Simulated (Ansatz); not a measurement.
`CC[NH][AlH2]` + `[SH][SnH3]` → `[AlH2][S][SnH3]` + `CCN` at 500 K and 1 bar (ligand exchange at the Al–N bond).

Program: Ansatz. Geometries: PBE0-D4/def2-TZVP. ΔE: electronic, gas phase. CCSD(T)/CBS adds triple-zeta CCSD(T) − MP2 to the extrapolated MP2 energy (def2 sets, frozen cores). def2 core potentials past Kr. For Sn outer-core shells are correlated without core-valence functions, which leaves a few kJ/mol of doubt a bond. Each species was taken in one conformer, which may not be the lowest.

| species | CCSD(T)/CBS energy (Eh) | H − E (kJ/mol) | S (J/(mol·K)) |
| --- | --- | --- | --- |
| `CC[NH][AlH2]` | -377.65408 | 297.1 | 386.8 |
| `[SH][SnH3]` | -614.20548 | 108.5 | 344.0 |
| `[AlH2][S][SnH3]` | -856.85532 | 139.0 | 415.5 |
| `CCN` | -135.01652 | 275.2 | 315.2 |

H − E and S are ideal-gas, rigid-rotor, harmonic terms from PBE0-D4/def2-TZVP, for one conformer and one mirror image of each species. 1 Eh = 2625.50 kJ/mol, R = 8.31446 J/(mol·K).

Problem. By hand: ΔE, ΔH, ΔS and ΔG.

Solution. ΔE = (-856.85532) + (-135.01652) − (-377.65408) − (-614.20548) = -0.01228 Eh = -32.2 kJ/mol. Δ(H − E) = 139.0 + 275.2 − 297.1 − 108.5 = 8.6, so ΔH = -23.6 kJ/mol. ΔS = 415.5 + 315.2 − 386.8 − 344.0 = -0.1 J/(mol·K). ΔG = -23.6 − 500 × (-0.1)/1000 = -23.6 kJ/mol.

Problem. By hand: the equilibrium constant, and the temperature at which ΔG would vanish if ΔH and ΔS stayed fixed.

Solution. log₁₀ K = −ΔG/(RT ln 10) = 2.5. ΔG = 0 at ΔH/ΔS = 236000 K, far beyond where these terms or the molecules hold.

The number of gas molecules stays the same, so ΔS is small and ΔH decides. A doubt of 5 kJ/mol in ΔE shifts log₁₀ K by 0.5 here. Other conformers and mirror images would add mixing entropy, several J/(mol·K) or more a flexible species. Modes under 60 cm⁻¹, often nearly free rotors, make the harmonic entropy too high. These are equilibria of isolated gas molecules and say nothing of rates. Largest T1 diagnostic: 0.013 (customary marks: 0.02 for closed shells, 0.045 for open ones).
